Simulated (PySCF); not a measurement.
# Radial density of I⁻ (iodine, charge -1)

PW91, [Xe], closed-shell 1S. All numbers are calculated (PySCF 2.14, scalar relativity through the core potential, in def2-TZVPPD with the def2 core potential (28 electrons) (7s6p4d2f, 59 functions)). This is the valence pseudo-density: the core potential removes the inner electrons and smooths the orbitals near the nucleus.

| r (bohr) | 4πr²ρ (e/bohr) |
| --- | --- |
| 0.00208 | 1.457e-05 |
| 0.00351 | 4.020e-05 |
| 0.00590 | 0.0001062 |
| 0.00992 | 0.0002539 |
| 0.0167 | 0.0005145 |
| 0.0281 | 0.0009061 |
| 0.0472 | 0.001407 |
| 0.0794 | 0.003726 |
| 0.134 | 0.02759 |
| 0.225 | 0.3460 |
| 0.378 | 5.173 |
| 0.636 | 26.17 |
| 1.07 | 14.23 |
| 1.80 | 4.850 |
| 3.02 | 1.977 |
| 5.09 | 0.2576 |
| 8.56 | 0.01181 |
| 14.4 | 0.0001587 |

Energies and moments cover only the electrons outside the core potential. The outer electron is barely bound at this level, so radii and moments hang on the diffuse functions.
